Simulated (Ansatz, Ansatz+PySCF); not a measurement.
```yaml
atoms:
  - { symbol: C, position_ang: [0.0000, 1.4100, 0.0000] }
  - { symbol: C, position_ang: [1.2211, 0.7050, 0.0000] }
  - { symbol: C, position_ang: [1.2211, -0.7050, 0.0000] }
  - { symbol: C, position_ang: [0.0000, -1.4100, 0.0000] }
  - { symbol: C, position_ang: [-1.2211, -0.7050, 0.0000] }
  - { symbol: C, position_ang: [-1.2211, 0.7050, 0.0000] }
  - { symbol: C, position_ang: [2.4422, 1.4100, 0.0000] }
  - { symbol: C, position_ang: [3.6633, 0.7050, 0.0000] }
  - { symbol: C, position_ang: [3.6633, -0.7050, 0.0000] }
  - { symbol: C, position_ang: [2.4422, -1.4100, 0.0000] }
  - { symbol: C, position_ang: [4.8844, 1.4100, 0.0000] }
  - { symbol: C, position_ang: [6.1055, 0.7050, 0.0000] }
  - { symbol: C, position_ang: [6.1055, -0.7050, 0.0000] }
  - { symbol: C, position_ang: [4.8844, -1.4100, 0.0000] }
  - { symbol: H, position_ang: [0.0000, 2.4950, 0.0000] }
  - { symbol: H, position_ang: [0.0000, -2.4950, 0.0000] }
  - { symbol: H, position_ang: [-2.1607, -1.2475, 0.0000] }
  - { symbol: H, position_ang: [-2.1607, 1.2475, 0.0000] }
  - { symbol: H, position_ang: [2.4422, 2.4950, 0.0000] }
  - { symbol: H, position_ang: [2.4422, -2.4950, 0.0000] }
  - { symbol: H, position_ang: [4.8844, 2.4950, 0.0000] }
  - { symbol: H, position_ang: [7.0451, 1.2475, 0.0000] }
  - { symbol: H, position_ang: [7.0451, -1.2475, 0.0000] }
  - { symbol: H, position_ang: [4.8844, -2.4950, 0.0000] }
```

Basis set: def2-SVP (spherical functions). Charge 0, multiplicity 3.

Computed with Ansatz (development build ahead of 0.2.0); each method stands on the lowest determinant of its kind that the runs found. Restricted functionals stand beside restricted open-shell atoms, which can lie above the unrestricted atoms usual in DFT and then raise those values.

The atomization energy at this shape (free ground-state atoms in the same class of orbitals less the molecule, no zero-point energy) of triplet C₁₄H₁₀:

```tsv
method	atomization energy
ωB97X (unrestricted)	127.55 eV
PBE0 (restricted open-shell)	130.78 eV
```

(1) What does PBE0 (unrestricted) give?

Answers

(1) 130.27 eV. Caution: another spin multiplicity may lie lower.

The shape needn't be a minimum at these levels.
